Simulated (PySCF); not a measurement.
CAlCl2F3, SMILES [Cl][Al]([Cl])[C](F)(F)F. Heavy atoms are numbered as in [Al:1]([C:2]([F:3])([F:4])[F:5])([Cl:6])[Cl:7].

The structure is a stationary point at PBE0-D3(BJ)/def2-SVP. The structure was generated by enumeration; whether it is a known compound was not checked.

Method: PySCF with PBE/pcSseg-1.

GIAO shieldings, no solvent; atoms alike by connectivity are averaged. δ = σ(ref) − σ: ¹³C against TMS (σ = 182.0 ppm); ¹⁹F against CFCl3 (σ = 133.6 ppm); ³⁵Cl against HCl (σ = 936.5 ppm), references at their B3LYP-D3(BJ)/def2-TZVP geometries, non-relativistic (without spin–orbit terms, shifts of atoms bonded to Cl or Br come out too high).

Computed chemical shifts:
```
nucleus  atoms  count  δ (ppm)
-------  -----  -----  -------
¹³C         C2      1    140.0
¹⁹F         F3      3    -82.1
³⁵Cl       Cl6      2     61.8
```
